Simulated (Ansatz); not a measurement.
Gas-phase reaction in SMILES: [F][Ga]([F])[F] → [F][Ga]([F])[F] as doublet, charge -1 (an electron is taken up)

Property: adiabatic electron affinity (0 K, with zero-point energies), in eV. Positive where the reaction releases energy. Conventions: LANL2DZ with its own core potentials from Na on; non-relativistic; no spin-orbit coupling; no dispersion term unless named; 6-31G* and kin with 6d, 5d where marked; valence correlation only (noble-gas shells and the d and f shells of earlier blocks); open shells spin-unrestricted. First-principles rows: single points at B3LYP-D3(BJ) geometries (Ansatz, a first-principles code), with unscaled harmonic terms from B3LYP/6-31G* (LANL2DZ past Ar) (Ansatz) at its own minima. The spin state of an ion or metal species was assumed, not searched.

```
level                                     program  adiabatic electron affinity (0 K, with zero-point energies) (eV)
---------------------------------  --------------  ----------------------------------------------------------------
HF/LANL2DZ                                 Ansatz                                                              1.59
SVWN5/6-31G*                               Ansatz                                                              1.27
SVWN5/6-31G* with LANL2DZ past Ar          Ansatz                                                              0.58
PBE/6-31G*                                 Ansatz                                                              1.30
PBE/6-31G* with LANL2DZ past Ar            Ansatz                                                              0.63
BLYP/6-31G*                                Ansatz                                                              1.27
B3LYP/6-31G*                               Ansatz                                                              1.42
B3LYP/def2-SVP                             Ansatz                                                              1.46
B3LYP/6-31G* with LANL2DZ past Ar          Ansatz                                                              0.64
PBE0/6-31G* with LANL2DZ past Ar           Ansatz                                                              0.73
MP2/6-31G* with LANL2DZ past Ar            Ansatz                                                              0.25
B3LYP-D3(BJ)/def2-TZVPD            Ansatz + dftd3                                                              2.00
PBE0/def2-TZVPD                            Ansatz                                                              1.83
```

No value to compare with is used here. The 11 habitual levels span 0.25 (MP2/6-31G* with LANL2DZ past Ar) to 1.59 eV (HF/LANL2DZ); B3LYP-D3(BJ)/def2-TZVPD gives 2.00.

The levels are drawn from those run, B3LYP/6-31G* more often than the rest, none by its result; left out are runs that failed, that the program found above a lower state of the same kind, or whose <S^2> lies over 0.5 above the pure value.
